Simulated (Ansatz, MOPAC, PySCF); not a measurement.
H2O (SMILES O) and CHN (SMILES C#N) are pulled apart as rigid monomers along the line of their centres of mass, from the B3LYP-D3(BJ)/def2-TZVP minimum. Starting geometry (charge 0, multiplicity 1):
```xyz
6

O     -0.14302     0.06523    -0.65726
H      0.79134    -0.06066    -0.84780
H     -0.20066     0.07223     0.30791
C     -0.27947     0.07920     3.55475
N     -0.13932     0.06158     2.41914
H     -0.41119     0.09573     4.61362
```

Interaction energies with rigid monomers; basis-set methods are counterpoise corrected unless marked otherwise.

Cores are frozen in the correlated methods. Rows in 6-31G* carry no dispersion term and start afresh at each structure (6-31G* with six Cartesian d functions). MP2/6-31G* freezes PySCF's default core. The state that PM6 reach isn't checked.

Run with Ansatz (a quantum-chemistry and plane-wave program); MOPAC for PM6 (differences of heats of formation); PySCF for 6-31G* rows. Values without a source in brackets are computed.

```
H3···N5 (Å)  PM6 (kcal/mol)  B3LYP/6-31G* (no counterpoise) (kcal/mol)  MP2/6-31G* (no counterpoise) (kcal/mol)  MP2/aug-cc-pVDZ (kcal/mol)  CCSD(T)/aug-cc-pVDZ (kcal/mol)
-----------  --------------  -----------------------------------------  ---------------------------------------  --------------------------  ------------------------------
1.90                  -1.02                                        [?]                                    -3.62                       -2.83                           -2.51
2.11                  -2.39                                      -4.35                                    -4.62                       -3.67                           -3.48
2.43                    [?]                                      -3.90                                    -4.29                       -3.43                           -3.33
2.96                  -2.00                                      -2.52                                    -2.85                       -2.30                           -2.24
3.80                  -1.06                                      -1.12                                    -1.29                       -1.17                           -1.13
```

Task: Complete the blanks.

Result: 
- 1.90, B3LYP/6-31G* (no counterpoise) (kcal/mol): -3.59
- 2.43, PM6 (kcal/mol): -2.77
